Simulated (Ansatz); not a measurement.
A short molecular-dynamics run on C₂H₅BO₂, SMILES `BOC1CO1`.

```yaml
crystal:
  periodic: [false, false, false]
  atoms:
    - {symbol: B, position_ang: [-1.489776, 0.049385, -0.906901]}
    - {symbol: O, position_ang: [-0.880834, -0.801587, -0.058328]}
    - {symbol: C, position_ang: [0.167801, -0.423522, 0.765502]}
    - {symbol: C, position_ang: [1.324029, 0.298561, 0.260244]}
    - {symbol: O, position_ang: [1.359348, -1.101147, 0.557501]}
    - {symbol: H, position_ang: [-2.397449, -0.394117, -1.544189]}
    - {symbol: H, position_ang: [-1.121235, 1.187737, -0.995006]}
    - {symbol: H, position_ang: [-0.152022, -0.341588, 1.801635]}
    - {symbol: H, position_ang: [1.909969, 0.932676, 0.919915]}
    - {symbol: H, position_ang: [1.363471, 0.542502, -0.797373]}
basis:
  gaussian: {orbitals: def2-SVP}
hamiltonian: {xc: {name: BLYP}}
md: {timestep: 0.5 fs, n_steps: 30, ensemble: nvt_nose_hoover, temperature: 300, initial_velocities: maxwell_boltzmann, seed: 969}
```

```sh
$ ansatz run in.yaml --threads 2 --pin off --events-out ev --progress --plain --max-ram 4352MiB
```

```tsv
step	time (fs)	potential energy (eV)	kinetic (eV)	T (K)	conserved (eV)
0	0.0	-6917.6408	0.3102	300	-6917.3305
1	0.5	-6917.6234	0.2932	284	-6917.3302
2	1.0	-6917.5997	0.2698	261	-6917.3299
3	1.5	-6917.5748	0.2452	237	-6917.3296
4	2.0	-6917.5526	0.2231	216	-6917.3296
5	2.5	-6917.5343	0.2047	198	-6917.3296
6	3.0	-6917.5187	0.1889	183	-6917.3298
7	3.5	-6917.5037	0.1739	168	-6917.3299
8	4.0	-6917.4878	0.1579	153	-6917.3299
9	4.5	-6917.4710	0.1414	137	-6917.3297
10	5.0	-6917.4554	0.1259	122	-6917.3295
11	5.5	-6917.4437	0.1145	111	-6917.3293
12	6.0	-6917.4389	0.1098	106	-6917.3292
13	6.5	-6917.4430	0.1139	110	-6917.3292
14	7.0	-6917.4564	0.1273	123	-6917.3293
15	7.5	-6917.4780	0.1488	144	-6917.3294
16	8.0	-6917.5051	0.1757	170	-6917.3297
17	8.5	-6917.5342	0.2047	198	-6917.3299
18	9.0	-6917.5615	0.2318	224	-6917.3301
19	9.5	-6917.5836	0.2538	245	-6917.3303
20	10.0	-6917.5981	0.2684	260	-6917.3303
21	10.5	-6917.6045	0.2749	266	-6917.3303
22	11.0	-6917.6036	0.2743	265	-6917.3301
23	11.5	-6917.5977	0.2687	260	-6917.3299
24	12.0	-6917.5898	0.2611	253	-6917.3298
25	12.5	-6917.5822	0.2536	245	-6917.3297
26	13.0	-6917.5755	0.2469	239	-6917.3298
27	13.5	-6917.5684	0.2398	232	-6917.3300
28	14.0	-6917.5585	0.2299	222	-6917.3301
29	14.5	-6917.5433	0.2147	208	-6917.3302
30	15.0	-6917.5219	0.1935	187	-6917.3301
```

Velocities are drawn at the set temperature; a run this short doesn't reach equilibrium.

Frames (Å, forces in eV/Å):

```xyz
10
time=0.0 fs
B    -1.490    0.049   -0.907   -0.189    0.071   -0.168
O    -0.881   -0.802   -0.058   -0.479   -0.438   -0.166
C     0.168   -0.424    0.766   -0.237   -0.019    0.302
C     1.324    0.299    0.260    0.304    0.449   -0.168
O     1.359   -1.101    0.558    0.653   -1.046    0.072
H    -2.397   -0.394   -1.544   -0.305   -0.145   -0.226
H    -1.121    1.188   -0.995    0.083    0.378   -0.043
H    -0.152   -0.342    1.802   -0.259    0.074    0.644
H     1.910    0.933    0.920    0.368    0.448    0.359
H     1.363    0.543   -0.797    0.062    0.228   -0.607
10
time=0.5 fs
B    -1.488    0.048   -0.905   -0.440    0.111   -0.464
O    -0.883   -0.801   -0.059   -0.375   -0.528   -0.014
C     0.167   -0.423    0.766   -0.108   -0.048    0.167
C     1.327    0.300    0.260    0.055    0.157    0.146
O     1.359   -1.099    0.556    0.619   -1.154    0.080
H    -2.404   -0.397   -1.552   -0.112   -0.049   -0.071
H    -1.114    1.185   -1.001    0.064    0.359   -0.032
H    -0.148   -0.352    1.801   -0.308    0.110    0.734
H     1.909    0.917    0.930    0.482    0.632    0.386
H     1.359    0.526   -0.791    0.123    0.411   -0.932
10
time=1.0 fs
B    -1.487    0.046   -0.903   -0.676    0.176   -0.756
O    -0.885   -0.800   -0.060   -0.268   -0.617    0.141
C     0.166   -0.423    0.767    0.002   -0.073    0.093
C     1.330    0.302    0.259   -0.147   -0.073    0.432
O     1.359   -1.097    0.555    0.579   -1.251    0.087
H    -2.410   -0.401   -1.559    0.074    0.044    0.078
H    -1.106    1.182   -1.007    0.039    0.318   -0.020
H    -0.146   -0.362    1.803   -0.336    0.140    0.758
H     1.910    0.902    0.941    0.555    0.767    0.368
H     1.355    0.511   -0.788    0.179    0.569   -1.182
10
time=1.5 fs
B    -1.486    0.044   -0.901   -0.885    0.264   -1.033
O    -0.887   -0.800   -0.060   -0.161   -0.702    0.295
C     0.165   -0.422    0.768    0.089   -0.096    0.083
C     1.333    0.303    0.259   -0.292   -0.227    0.657
O     1.358   -1.095    0.554    0.536   -1.334    0.094
H    -2.417   -0.404   -1.567    0.241    0.127    0.216
H    -1.098    1.181   -1.013    0.006    0.260   -0.005
H    -0.144   -0.372    1.806   -0.342    0.165    0.712
H     1.911    0.890    0.953    0.578    0.847    0.297
H     1.351    0.497   -0.787    0.229    0.695   -1.316
10
time=2.0 fs
B    -1.485    0.042   -0.900   -1.059    0.371   -1.288
O    -0.889   -0.800   -0.061   -0.056   -0.780    0.445
C     0.164   -0.422    0.769    0.152   -0.116    0.136
C     1.336    0.305    0.259   -0.379   -0.305    0.797
O     1.358   -1.093    0.553    0.490   -1.403    0.101
H    -2.423   -0.407   -1.573    0.384    0.197    0.335
H    -1.090    1.180   -1.019   -0.031    0.189    0.011
H    -0.142   -0.382    1.811   -0.327    0.187    0.599
H     1.914    0.879    0.966    0.552    0.874    0.172
H     1.348    0.485   -0.789    0.273    0.787   -1.309
10
time=2.5 fs
B    -1.484    0.041   -0.898   -1.193    0.490   -1.511
O    -0.891   -0.800   -0.061    0.045   -0.848    0.587
C     0.163   -0.422    0.770    0.195   -0.136    0.236
C     1.339    0.306    0.259   -0.415   -0.319    0.842
O     1.358   -1.091    0.551    0.444   -1.454    0.108
H    -2.428   -0.409   -1.580    0.497    0.253    0.433
H    -1.082    1.179   -1.026   -0.072    0.110    0.028
H    -0.142   -0.391    1.818   -0.295    0.206    0.434
H     1.919    0.871    0.979    0.483    0.853    0.001
H     1.345    0.474   -0.795    0.311    0.845   -1.158
10
time=3.0 fs
B    -1.484    0.039   -0.897   -1.285    0.614   -1.698
O    -0.893   -0.799   -0.061    0.139   -0.905    0.718
C     0.162   -0.422    0.771    0.221   -0.155    0.367
C     1.341    0.307    0.259   -0.413   -0.286    0.799
O     1.358   -1.090    0.550    0.399   -1.488    0.113
H    -2.431   -0.411   -1.585    0.579    0.294    0.506
H    -1.075    1.179   -1.032   -0.114    0.028    0.046
H    -0.142   -0.400    1.825   -0.250    0.224    0.235
H     1.924    0.864    0.992    0.380    0.797   -0.200
H     1.343    0.466   -0.803    0.344    0.876   -0.886
10
time=3.5 fs
B    -1.484    0.038   -0.897   -1.334    0.735   -1.843
O    -0.895   -0.800   -0.062    0.223   -0.945    0.834
C     0.161   -0.421    0.772    0.238   -0.174    0.508
C     1.344    0.309    0.260   -0.387   -0.226    0.690
O     1.358   -1.089    0.549    0.356   -1.504    0.118
H    -2.434   -0.412   -1.588    0.628    0.320    0.555
H    -1.067    1.179   -1.038   -0.156   -0.050    0.064
H    -0.143   -0.408    1.834   -0.199    0.243    0.020
H     1.931    0.860    1.005    0.259    0.718   -0.415
H     1.342    0.460   -0.813    0.372    0.885   -0.531
10
time=4.0 fs
B    -1.484    0.036   -0.897   -1.338    0.846   -1.943
O    -0.897   -0.800   -0.062    0.297   -0.969    0.933
C     0.160   -0.421    0.773    0.249   -0.192    0.639
C     1.347    0.310    0.260   -0.349   -0.158    0.542
O     1.358   -1.088    0.548    0.315   -1.501    0.122
H    -2.435   -0.413   -1.591    0.643    0.330    0.579
H    -1.060    1.179   -1.043   -0.195   -0.121    0.081
H    -0.144   -0.415    1.842   -0.145    0.261   -0.189
H     1.938    0.857    1.017    0.130    0.626   -0.625
H     1.342    0.456   -0.825    0.392    0.878   -0.138
10
time=4.5 fs
B    -1.484    0.035   -0.897   -1.299    0.940   -1.994
O    -0.899   -0.800   -0.062    0.357   -0.973    1.012
C     0.160   -0.421    0.774    0.261   -0.209    0.744
C     1.349    0.311    0.261   -0.310   -0.094    0.381
O     1.358   -1.087    0.547    0.277   -1.479    0.126
H    -2.434   -0.412   -1.592    0.625    0.324    0.577
H    -1.054    1.178   -1.049   -0.230   -0.181    0.096
H    -0.146   -0.422    1.849   -0.094    0.279   -0.378
H     1.945    0.856    1.027    0.006    0.533   -0.816
H     1.343    0.454   -0.837    0.406    0.859    0.253
10
time=5.0 fs
B    -1.485    0.034   -0.898   -1.216    1.014   -1.994
O    -0.901   -0.801   -0.062    0.403   -0.956    1.068
C     0.159   -0.421    0.776    0.276   -0.222    0.812
C     1.352    0.313    0.261   -0.278   -0.043    0.227
O     1.358   -1.087    0.546    0.243   -1.442    0.129
H    -2.432   -0.411   -1.592    0.574    0.304    0.549
H    -1.048    1.177   -1.054   -0.259   -0.226    0.109
H    -0.148   -0.429    1.856   -0.048    0.296   -0.535
H     1.953    0.856    1.035   -0.106    0.444   -0.976
H     1.345    0.454   -0.848    0.411    0.831    0.610
10
time=5.5 fs
B    -1.486    0.034   -0.899   -1.091    1.065   -1.942
O    -0.903   -0.801   -0.061    0.435   -0.917    1.102
C     0.158   -0.421    0.777    0.297   -0.233    0.836
C     1.354    0.314    0.262   -0.260   -0.010    0.093
O     1.358   -1.087    0.545    0.212   -1.390    0.131
H    -2.428   -0.409   -1.590    0.491    0.268    0.496
H    -1.043    1.176   -1.060   -0.282   -0.255    0.119
H    -0.150   -0.434    1.862   -0.010    0.312   -0.650
H     1.960    0.857    1.041   -0.199    0.366   -1.096
H     1.348    0.456   -0.858    0.407    0.795    0.910
10
time=6.0 fs
B    -1.487    0.034   -0.901   -0.926    1.090   -1.839
O    -0.905   -0.802   -0.061    0.450   -0.858    1.112
C     0.158   -0.421    0.779    0.325   -0.239    0.809
C     1.356    0.315    0.263   -0.257    0.005   -0.014
O     1.358   -1.087    0.543    0.185   -1.327    0.134
H    -2.424   -0.407   -1.587    0.376    0.218    0.418
H    -1.038    1.173   -1.064   -0.298   -0.267    0.126
H    -0.152   -0.439    1.866    0.020    0.324   -0.718
H     1.967    0.859    1.044   -0.270    0.300   -1.171
H     1.351    0.460   -0.865    0.395    0.754    1.143
10
time=6.5 fs
B    -1.488    0.033   -0.903   -0.725    1.090   -1.688
O    -0.907   -0.803   -0.060    0.452   -0.779    1.099
C     0.157   -0.421    0.781    0.362   -0.241    0.732
C     1.359    0.316    0.263   -0.274   -0.001   -0.092
O     1.359   -1.087    0.542    0.161   -1.253    0.138
H    -2.418   -0.404   -1.584    0.231    0.155    0.317
H    -1.034    1.171   -1.069   -0.305   -0.260    0.128
H    -0.154   -0.443    1.868    0.040    0.333   -0.738
H     1.973    0.862    1.045   -0.316    0.248   -1.200
H     1.356    0.465   -0.870    0.374    0.707    1.301
10
time=7.0 fs
B    -1.490    0.033   -0.905   -0.494    1.065   -1.491
O    -0.908   -0.804   -0.060    0.439   -0.682    1.065
C     0.157   -0.421    0.783    0.409   -0.239    0.605
C     1.361    0.317    0.264   -0.310   -0.026   -0.139
O     1.359   -1.087    0.541    0.140   -1.171    0.142
H    -2.412   -0.400   -1.579    0.061    0.080    0.196
H    -1.031    1.167   -1.073   -0.303   -0.234    0.127
H    -0.156   -0.446    1.868    0.050    0.339   -0.707
H     1.978    0.865    1.042   -0.336    0.212   -1.181
H     1.362    0.473   -0.872    0.344    0.655    1.384
10
time=7.5 fs
B    -1.492    0.034   -0.908   -0.240    1.015   -1.258
O    -0.910   -0.805   -0.059    0.414   -0.569    1.011
C     0.156   -0.421    0.785    0.464   -0.231    0.430
C     1.363    0.319    0.265   -0.366   -0.070   -0.156
O     1.359   -1.088    0.540    0.124   -1.083    0.146
H    -2.405   -0.397   -1.574   -0.128   -0.005    0.061
H    -1.028    1.163   -1.077   -0.293   -0.191    0.122
H    -0.158   -0.448    1.867    0.049    0.341   -0.629
H     1.982    0.869    1.037   -0.330    0.193   -1.115
H     1.368    0.482   -0.871    0.307    0.601    1.389
10
time=8.0 fs
B    -1.493    0.034   -0.911    0.024    0.941   -0.998
O    -0.911   -0.806   -0.057    0.380   -0.445    0.940
C     0.156   -0.421    0.787    0.528   -0.219    0.212
C     1.365    0.320    0.265   -0.442   -0.133   -0.142
O     1.360   -1.089    0.539    0.110   -0.990    0.151
H    -2.399   -0.393   -1.569   -0.326   -0.094   -0.083
H    -1.027    1.159   -1.081   -0.275   -0.133    0.114
H    -0.159   -0.450    1.864    0.038    0.339   -0.507
H     1.986    0.873    1.029   -0.299    0.189   -1.004
H     1.375    0.492   -0.866    0.263    0.545    1.317
10
time=8.5 fs
B    -1.495    0.035   -0.914    0.283    0.842   -0.724
O    -0.913   -0.808   -0.056    0.337   -0.311    0.855
C     0.156   -0.421    0.790    0.598   -0.201   -0.042
C     1.367    0.321    0.266   -0.537   -0.215   -0.093
O     1.360   -1.090    0.538    0.100   -0.893    0.156
H    -2.394   -0.390   -1.564   -0.522   -0.183   -0.225
H    -1.025    1.154   -1.084   -0.249   -0.060    0.101
H    -0.161   -0.451    1.861    0.019    0.333   -0.346
H     1.989    0.877    1.019   -0.243    0.201   -0.850
H     1.383    0.504   -0.858    0.213    0.489    1.169
10
time=9.0 fs
B    -1.497    0.036   -0.917    0.522    0.717   -0.452
O    -0.914   -0.809   -0.055    0.289   -0.172    0.758
C     0.156   -0.421    0.792    0.673   -0.180   -0.322
C     1.369    0.322    0.267   -0.647   -0.316   -0.008
O     1.360   -1.091    0.538    0.093   -0.794    0.160
H    -2.390   -0.387   -1.560   -0.699   -0.264   -0.354
H    -1.025    1.149   -1.087   -0.216    0.025    0.086
H    -0.162   -0.451    1.856   -0.008    0.323   -0.156
H     1.991    0.883    1.007   -0.166    0.227   -0.659
H     1.391    0.517   -0.847    0.159    0.435    0.946
10
time=9.5 fs
B    -1.498    0.037   -0.921    0.721    0.565   -0.196
O    -0.916   -0.810   -0.053    0.238   -0.030    0.654
C     0.156   -0.422    0.794    0.747   -0.155   -0.611
C     1.371    0.323    0.267   -0.769   -0.432    0.114
O     1.361   -1.092    0.537    0.090   -0.692    0.162
H    -2.388   -0.384   -1.556   -0.842   -0.329   -0.458
H    -1.025    1.144   -1.090   -0.177    0.116    0.068
H    -0.164   -0.450    1.851   -0.039    0.311    0.049
H     1.993    0.888    0.993   -0.072    0.262   -0.438
H     1.400    0.531   -0.834    0.101    0.385    0.656
10
time=10.0 fs
B    -1.500    0.039   -0.925    0.867    0.387    0.029
O    -0.917   -0.812   -0.052    0.187    0.112    0.544
C     0.156   -0.422    0.796    0.816   -0.128   -0.894
C     1.372    0.324    0.268   -0.895   -0.559    0.271
O     1.361   -1.093    0.536    0.091   -0.590    0.163
H    -2.388   -0.383   -1.554   -0.934   -0.372   -0.527
H    -1.025    1.140   -1.093   -0.135    0.211    0.049
H    -0.166   -0.448    1.846   -0.069    0.296    0.254
H     1.995    0.895    0.978    0.031    0.302   -0.200
H     1.409    0.545   -0.819    0.042    0.341    0.310
10
time=10.5 fs
B    -1.501    0.040   -0.928    0.948    0.185    0.212
O    -0.919   -0.813   -0.050    0.137    0.251    0.432
C     0.157   -0.422    0.798    0.873   -0.098   -1.148
C     1.374    0.325    0.268   -1.016   -0.687    0.454
O     1.361   -1.094    0.535    0.095   -0.488    0.162
H    -2.389   -0.382   -1.552   -0.966   -0.387   -0.554
H    -1.026    1.136   -1.096   -0.092    0.303    0.029
H    -0.167   -0.446    1.841   -0.095    0.281    0.438
H     1.997    0.902    0.962    0.134    0.339    0.044
H     1.418    0.561   -0.804   -0.017    0.301   -0.070
10
time=11.0 fs
B    -1.502    0.041   -0.932    0.961   -0.035    0.349
O    -0.920   -0.814   -0.048    0.090    0.385    0.319
C     0.157   -0.423    0.800    0.910   -0.068   -1.354
C     1.375    0.326    0.269   -1.120   -0.801    0.647
O     1.362   -1.096    0.534    0.103   -0.387    0.159
H    -2.394   -0.383   -1.553   -0.933   -0.372   -0.536
H    -1.027    1.132   -1.098   -0.051    0.387    0.010
H    -0.169   -0.443    1.838   -0.109    0.265    0.582
H     1.999    0.910    0.947    0.225    0.364    0.277
H     1.427    0.578   -0.789   -0.075    0.264   -0.453
10
time=11.5 fs
B    -1.503    0.043   -0.935    0.910   -0.265    0.439
O    -0.921   -0.815   -0.046    0.048    0.513    0.207
C     0.158   -0.423    0.801    0.921   -0.038   -1.493
C     1.376    0.326    0.270   -1.193   -0.884    0.824
O     1.362   -1.097    0.533    0.115   -0.290    0.153
H    -2.400   -0.384   -1.554   -0.837   -0.328   -0.476
H    -1.028    1.130   -1.101   -0.015    0.455   -0.008
H    -0.172   -0.440    1.836   -0.109    0.248    0.670
H     2.002    0.918    0.932    0.291    0.365    0.485
H     1.436    0.595   -0.775   -0.132    0.223   -0.800
10
time=12.0 fs
B    -1.504    0.044   -0.938    0.807   -0.491    0.487
O    -0.922   -0.817   -0.045    0.011    0.634    0.098
C     0.159   -0.423    0.802    0.902   -0.008   -1.555
C     1.377    0.327    0.271   -1.222   -0.916    0.959
O     1.362   -1.099    0.532    0.129   -0.197    0.145
H    -2.409   -0.386   -1.557   -0.687   -0.260   -0.382
H    -1.029    1.129   -1.103    0.014    0.504   -0.024
H    -0.174   -0.435    1.835   -0.090    0.230    0.692
H     2.006    0.928    0.919    0.324    0.334    0.653
H     1.444    0.612   -0.763   -0.188    0.171   -1.072
10
time=12.5 fs
B    -1.504    0.045   -0.942    0.668   -0.703    0.501
O    -0.924   -0.818   -0.043   -0.020    0.747   -0.006
C     0.160   -0.424    0.803    0.850    0.021   -1.536
C     1.377    0.327    0.272   -1.199   -0.880    1.024
O     1.363   -1.100    0.532    0.147   -0.109    0.135
H    -2.419   -0.388   -1.560   -0.499   -0.175   -0.265
H    -1.030    1.129   -1.106    0.034    0.527   -0.036
H    -0.177   -0.431    1.837   -0.051    0.211    0.645
H     2.010    0.938    0.907    0.314    0.266    0.773
H     1.452    0.630   -0.753   -0.244    0.096   -1.235
10
time=13.0 fs
B    -1.504    0.046   -0.945    0.511   -0.887    0.493
O    -0.925   -0.819   -0.041   -0.045    0.850   -0.106
C     0.161   -0.424    0.804    0.767    0.050   -1.443
C     1.377    0.327    0.274   -1.119   -0.767    1.004
O     1.363   -1.102    0.531    0.166   -0.029    0.123
H    -2.430   -0.391   -1.564   -0.288   -0.081   -0.135
H    -1.031    1.130   -1.109    0.042    0.521   -0.044
H    -0.180   -0.426    1.840    0.005    0.190    0.535
H     2.015    0.949    0.897    0.263    0.159    0.842
H     1.460    0.648   -0.746   -0.303   -0.006   -1.271
10
time=13.5 fs
B    -1.504    0.047   -0.948    0.352   -1.035    0.471
O    -0.926   -0.820   -0.039   -0.062    0.945   -0.199
C     0.163   -0.424    0.804    0.658    0.079   -1.290
C     1.378    0.327    0.275   -0.986   -0.578    0.898
O     1.364   -1.103    0.530    0.187    0.044    0.111
H    -2.442   -0.394   -1.568   -0.071    0.015   -0.003
H    -1.032    1.132   -1.111    0.037    0.485   -0.048
H    -0.183   -0.420    1.844    0.074    0.166    0.376
H     2.021    0.961    0.889    0.172    0.018    0.863
H     1.466    0.667   -0.743   -0.363   -0.139   -1.182
10
time=14.0 fs
B    -1.504    0.048   -0.951    0.205   -1.141    0.445
O    -0.928   -0.820   -0.037   -0.074    1.029   -0.285
C     0.165   -0.425    0.804    0.529    0.108   -1.096
C     1.377    0.326    0.277   -0.811   -0.326    0.720
O     1.364   -1.105    0.529    0.208    0.109    0.099
H    -2.454   -0.398   -1.573    0.140    0.106    0.121
H    -1.033    1.136   -1.114    0.022    0.421   -0.047
H    -0.185   -0.414    1.849    0.151    0.139    0.187
H     2.027    0.972    0.883    0.053   -0.148    0.844
H     1.472    0.684   -0.742   -0.423   -0.298   -0.989
10
time=14.5 fs
B    -1.504    0.048   -0.953    0.078   -1.202    0.420
O    -0.929   -0.821   -0.035   -0.078    1.104   -0.363
C     0.166   -0.425    0.804    0.389    0.136   -0.882
C     1.377    0.326    0.279   -0.610   -0.035    0.493
O     1.365   -1.106    0.529    0.228    0.167    0.087
H    -2.466   -0.401   -1.577    0.333    0.187    0.232
H    -1.034    1.140   -1.117   -0.003    0.332   -0.042
H    -0.188   -0.407    1.854    0.228    0.108   -0.013
H     2.033    0.983    0.879   -0.085   -0.326    0.796
H     1.477    0.702   -0.743   -0.480   -0.471   -0.727
10
time=15.0 fs
B    -1.504    0.048   -0.956   -0.024   -1.222    0.400
O    -0.930   -0.821   -0.034   -0.077    1.169   -0.433
C     0.168   -0.425    0.803    0.246    0.163   -0.668
C     1.377    0.326    0.281   -0.400    0.268    0.246
O     1.365   -1.108    0.528    0.247    0.219    0.076
H    -2.477   -0.403   -1.581    0.501    0.254    0.325
H    -1.034    1.146   -1.121   -0.034    0.224   -0.034
H    -0.190   -0.401    1.860    0.300    0.075   -0.207
H     2.039    0.994    0.876   -0.227   -0.503    0.728
H     1.481    0.718   -0.747   -0.531   -0.648   -0.433
```

It took 45 s on 2 threads of an Arm Neoverse V2 on a shared host, with 0.12 GiB of host memory at the peak.
